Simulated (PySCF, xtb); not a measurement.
C2H9N3Si, SMILES C/C=N/[SiH](N)N.

Geometry: PBE0-D3(BJ)/def2-SVP. The structure was generated by enumeration; whether it is a known compound was not checked. The values are those of a single conformer.

Method: IEF-PCM-B3LYP/def2-SVP in PySCF 2.14.0.

The values are the electrostatic part of the solvation free energy, E(continuum) − E(gas) at the gas-phase geometry, in a cavity of scaled van der Waals radii (PySCF's table); cavitation and dispersion terms are not included. In vacuum the orbital gap is 5.95 eV. The dipole moment in vacuum is 0.60 D.

```json
[
 {"solvent": "water", "ε": "78.36", "ΔG(elec) (kcal/mol)": "-6.6", "dipole (D)": "1.04", "gap (eV)": "6.07"},
 {"solvent": "ethanol", "ε": "24.85", "ΔG(elec) (kcal/mol)": "-6.3", "dipole (D)": "1.01", "gap (eV)": "6.06"},
 {"solvent": "methanol", "ε": "32.61", "ΔG(elec) (kcal/mol)": "-6.4", "dipole (D)": "1.02", "gap (eV)": "6.07"}
]
```

For comparison, GFN2-xTB/ALPB(water) (xtb, at the GFN2-xTB geometry, all terms of that model) gives -5.6 kcal/mol.
